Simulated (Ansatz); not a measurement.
Gas-phase electronic energies from Ansatz, PBE0-D4/def2-TZVP geometries. CCSD(T)/CBS adds triple-zeta CCSD(T) − MP2 to the extrapolated MP2 energy (def2 sets, frozen cores). This one scheme is used for every species. DFT in def2-TZVPP. For Sc outer-core shells are correlated without core-valence functions, which leaves a few kJ/mol of doubt a bond. Scalar relativity is left out up to krypton. One conformer a species, not always the lowest.

Consider the ligand exchange at the Sc–F bond: `C[N](C)[Sc]([F])[N](C)C` + HCl → `C[N](C)[Sc]([Cl])[N](C)C` + H–F.

`C[N](C)[Sc]([F])[N](C)C`:

```xyz
20

C     0.017    0.895   -2.965
N    -0.363    0.389   -1.667
C    -1.735   -0.044   -1.653
Sc    0.982    0.375   -0.204
F     2.694    1.032   -0.560
N     0.586   -0.304    1.620
C     1.624   -0.264    2.625
C    -0.631   -0.864    2.145
H     1.062    1.224   -2.969
H    -0.090    0.132   -3.752
H    -0.599    1.757   -3.268
H    -2.020   -0.426   -0.668
H    -1.921   -0.849   -2.382
H    -2.428    0.776   -1.900
H     1.333    0.348    3.493
H     2.548    0.162    2.219
H     1.866   -1.268    3.007
H    -1.414   -0.895    1.382
H    -0.488   -1.894    2.508
H    -1.023   -0.280    2.992
```

HCl:

Cartesian coordinates in Å:
```
Cl -0.534 -0.281 0.211
H 0.534 0.281 -0.211
```

`C[N](C)[Sc]([Cl])[N](C)C`:

```xyz
20

C    -1.141   -2.603    1.120
N    -0.983   -1.325    0.462
C    -2.221   -0.868   -0.111
Sc    0.811   -0.507    0.482
Cl    2.590   -1.616    1.543
N     1.120    1.239   -0.381
C     2.459    1.783   -0.328
C     0.221    2.113   -1.087
H    -1.876   -2.553    1.937
H    -0.193   -2.943    1.553
H    -1.482   -3.382    0.422
H    -2.095    0.098   -0.608
H    -3.004   -0.745    0.652
H    -2.610   -1.574   -0.860
H     2.878    1.936   -1.334
H     3.136    1.111    0.210
H     2.484    2.756    0.186
H     0.151    3.101   -0.607
H     0.545    2.282   -2.125
H    -0.790    1.697   -1.124
```

H–F:

```xyz
2

F     0.186    0.199   -0.371
H    -0.186   -0.199    0.371
```

**Question.** Is it downhill or uphill in electronic energy at CCSD(T)/CBS, and by how much? (Estimate.)

**Answer.** Computed: Downhill: ΔE = -7.0 kJ/mol.

**Question.** What do these levels give: r2SCAN0-D4, ωB97X-V, PBE-QIDH, r2SCANh, MP2/def2-SVP, HF/def2-TZVPP, SCS-MP2/def2-TZVPP, HF/def2-QZVPP, SCS-MP2/def2-QZVPP, HF/CBS(def2), MP2/CBS(def2), CCSD/CBS(def2)? (An estimate is asked.)

**Answer.** Computed: r2SCAN0-D4 -4.1, ωB97X-V 5.7, PBE-QIDH -6.0, r2SCANh 1.2, MP2/def2-SVP 5.9, HF/def2-TZVPP -3.5, SCS-MP2/def2-TZVPP -1.9, HF/def2-QZVPP -2.7, SCS-MP2/def2-QZVPP -4.2, HF/CBS(def2) -2.6, MP2/CBS(def2) -12.0, CCSD/CBS(def2) -5.3 kJ/mol.

Largest T1 diagnostic among the species: 0.015.

From r2SCAN to r2SCAN0 (25 % exact exchange), in def2-TZVPP and without D4, ΔE moves by −6.3 kJ/mol. Leaving LDA and LC-ωPBE aside and taking each functional with its dispersion term where it has one, the values, not all of them listed here, spread over 15.2 kJ/mol, from PBE-QIDH to BLYP-D4. LDA lies −4.2 kJ/mol from PBE without D4. The D4 term adds −6.7 kJ/mol with B3LYP and −3.9 kJ/mol with PBE0; it sums over pairs of atoms, weighted by their polarisabilities, and B3LYP, whose exchange is more repulsive, gets the larger term.

B3LYP here is the variant with VWN-RPA as its local correlation; programs differ in this.
